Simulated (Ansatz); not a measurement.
Consider the redistribution: `C[Si](S)(Cl)Cl` + `CC1CB1F` → `C[SiH](S)Cl` + `CC1(Cl)CB1F`.

Gas-phase electronic energies from Ansatz, PBE0-D4/def2-TZVP geometries. CCSD(T)/CBS adds triple-zeta CCSD(T) − MP2 to the extrapolated MP2 energy (def2 sets, frozen cores). Functionals use def2-TZVPP. One conformer a species, not always the lowest.

```tsv
level	ΔE (eV)
PBE-D4	1.57
ωB97X-V	1.61
B2PLYP	1.62
HF/def2-TZVPP	1.67
```

(1) What does CCSD(T)/CBS give? (Best estimate.)

Largest T1 diagnostic among the species: 0.011.

Answers

(1) The calculation gave: +1.63 eV. The listed levels differ from it by -0.06, -0.02, -0.01, 0.04 eV.

From PBE to PBE0 (25 % exact exchange), in def2-TZVPP and without D4, ΔE moves by +0.06 eV.
